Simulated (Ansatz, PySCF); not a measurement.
ClH2Si, SMILES [SiH2]Cl, multiplicity 2. Atoms are numbered in the order given.

```xyz
4

Si    -1.0224    -0.1487     0.0000
Cl     1.0381     0.0267     0.0000
H     -1.5469     0.5084    -1.2234
H     -1.5469     0.5084     1.2234
```
Charge 0, spin multiplicity 2.

Coordinates come from a B3LYP-D3(BJ)/def2-TZVP optimisation. The isomer is the one that the SMILES or the coordinates give; other isomers of the formula were not compared.

Two levels are set side by side: PBE-D3(BJ)/def2-TZVP (Ansatz, a program for electronic structure) and B3LYP-D3(BJ)/def2-TZVP (PySCF). Each level has its own optimised geometry; the coordinates shown are those of the second. Frequencies come from the Hessian of PySCF at each geometry. Differences are taken from unrounded values.

```json
[
 {"quantity": "mean bond length (Å)", "B3LYP-D3(BJ)": "1.679"},
 {"quantity": "bond Si1–Cl2 (Å)", "B3LYP-D3(BJ)": "2.068"},
 {"quantity": "bond Si1–H3 (Å)", "B3LYP-D3(BJ)": "1.484"},
 {"quantity": "bond Si1–H4 (Å)", "B3LYP-D3(BJ)": "1.484"},
 {"quantity": "highest harmonic wavenumber (cm⁻¹)", "B3LYP-D3(BJ)": "2216"},
 {"quantity": "mean harmonic wavenumber (cm⁻¹)", "B3LYP-D3(BJ)": "1204"},
 {"quantity": "zero-point energy (kcal/mol)", "B3LYP-D3(BJ)": "10.32"}
]
```

What does PBE-D3(BJ) give, and how far is it from B3LYP-D3(BJ)? (An estimate is asked for; the answer gives what the named calculation found.)


```tsv
quantity	PBE-D3(BJ)	PBE-D3(BJ) minus B3LYP-D3(BJ)
mean bond length (Å)	1.689	0.010
bond Si1–Cl2 (Å)	2.069	0.001
bond Si1–H3 (Å)	1.499	0.014
bond Si1–H4 (Å)	1.499	0.014
highest harmonic wavenumber (cm⁻¹)	2155	-61
mean harmonic wavenumber (cm⁻¹)	1165	-39
zero-point energy (kcal/mol)	9.99	-0.33
```

GGA bonds tend to be longer and softer than those of functionals with exact exchange. Differences between two approximate levels are no errors against the true value.
